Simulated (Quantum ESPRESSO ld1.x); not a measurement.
Numerical settings for the tellurium ion Te+, [Kr] 4d10 5s2 5p3. Method: scalar-relativistic Kohn-Sham, LDA (Slater exchange, Perdew-Wang correlation), spin-polarised, spherical densities, point nucleus; open shells are filled with parallel spins first; computed with ld1.x of Quantum ESPRESSO 7.5. With the defaults (dx = 0.008, xmin = -8.0, rmax = 100, beta = 0.2, tr2 = 1e-14) the mesh has 2071 points, the cycle takes 33 iterations, E = -6788.535622 hartree and the 5p up eigenvalue is -0.5362 hartree. The mesh is r = exp(xmin + i dx)/Z up to rmax; beta is the mixing and tr2 the threshold. One setting is changed at a time.

| change | mesh points | iterations | change of E (mhartree) | change of e(5p) (mhartree) |
|---|---|---|---|---|
| dx = 0.0125 | 1325 | 32 | -0.020 | 0.0 |
| dx = 0.02 | 829 | 32 | -0.145 | 0.0 |
| xmin = -9 | 2195 | 30 | -0.020 | 0.0 |
| xmin = -4 | 1571 | 28 | +1525.094 | -0.1 |
| rmax = 30 | 1921 | 33 | +0.001 | 0.0 |
| rmax = 8 | 1755 | 34 | +0.082 | +0.2 |
| beta = 0.8 | 2071 | 11 | 0.000 | 0.0 |
| beta = 1 | 2071 | 12 | 0.000 | 0.0 |
| tr2 = 0.0001 | 2071 | 7 | +119.137 | +1.5 |
| tr2 = 1e-06 | 2071 | 10 | -3.927 | +0.3 |
